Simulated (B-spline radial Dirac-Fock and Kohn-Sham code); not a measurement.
**Ionisation of each subshell: I⁴⁹⁺**

System: the I⁴⁹⁺ ion, configuration [He] 2s2; nuclear rms radius 4.75 fm (A = 127).

Method: relaxed Dirac-Fock hole states (ΔSCF) with Breit and QED corrections and a finite nucleus. Computed with a B-spline atomic structure program. Correlation and solid-state effects are left out. Energies are counted from the vacuum level.

All terms are in eV, carry their sign (relaxation lowers the binding energy) and add up to the binding energy; ⟨r⟩ is the mean radius of the orbital in the initial state.

```
subshell  −ε (Koopmans)  relaxation   Breit  self-energy  vacuum polarisation  binding energy  ⟨r⟩ (bohr)
       K        38214.9       -5.14  -60.44       -46.07                 6.36         38109.6       0.027
      L1         9208.7       -0.32   -6.31        -6.54                 0.83          9196.4       0.110
```

For the deepest level, K (1s), the Breit terms make up -0.159 % of the binding energy, QED -0.104 % and orbital relaxation -0.013 %.

Going to the tabulated ground configuration of the next ion removes an electron from L1 (2s), computed at 9196.4 eV. NIST lists 9196 ± 4 eV as the ionisation energy of this species (theoretical), -0.36 eV from the computed value, within the stated uncertainty.
